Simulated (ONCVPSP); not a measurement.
## What one change does to a pseudopotential (Si (Z = 14), ONCV)

ONCVPSP 4.0.1 input, shortened (lines: element, Z, core and valence counts, functional; n l f; lmax; l rc ep ncon nbas qcut; lloc lpopt rc5 dvloc0; l nproj debl; icmod fcfact rcfact), PBEsol, scalar-relativistic:

```
  Si 14.00    3    2  -116133      upf
    1    0    2.00
    2    0    2.00
    2    1    6.00
    3    0    2.00
    3    1    1.75
    1
    0    1.95    0.00    4    8    3.50
    1    1.50    0.00    4    8    5.60
    4    5    1.25   -1.00
    0    2    2.30
    1    1    1.20
    3    3.75    1.80
```

Change: core correction Teter function, fcfact 3.75, rcfact 1.04.

Cutoffs: the cutoffs (Ha) at which the residual kinetic energy of the hardest occupied pseudo-wave falls to 1 and 0.1 mHa per electron; they do not see the model core or the augmentation charge, which bear on the density cutoff. Errors are all-electron minus pseudo energies relative to the spin-unpolarised reference configuration.

Problem. What does the change do?

Solution. The potential gets neither clearly harder nor softer (7.4 Ha and 59 Ha → 7.4 Ha and 59 Ha); of the 4 tests that both files solve, the error grows in 0 and shrinks in 2 by more than 15 % and 0.3 meV (median size 18.4 → 2.2 meV); neither file shows a bound ghost. A model core, the more so a compact one, raises the density cutoff, which this test does not measure.

```tsv
quantity	base	changed
cutoff, loose	7.4 Ha	7.4 Ha
cutoff, tight	59 Ha	59 Ha
bound ghosts	none	none
GHOST(+) flags under 300 eV	s at 84.2 eV	s at 84.2 eV
error for 3s2 3p2, meV [ΔE -1.23 eV]	+0.2	+0.1
error for 3s2 3p1, meV [ΔE 6.48 eV]	-0.4	+0.7
error for 3s2 3p0, meV [ΔE 22.45 eV]	-36	+3.7
error for 3s1 3p0, meV [ΔE 56.35 eV]	-329	+26
s: phases at 1.98 bohr within 0.05 rad from the reference energy up to (Ha; the scan ends near 5)	2.8	2.8
p: phases at 1.52 bohr within 0.05 rad from the reference energy up to (Ha; the scan ends near 5)	0.6	0.6
rms error of d²Exc/dni dnj with the model core, mHa	4.54	0.91
```
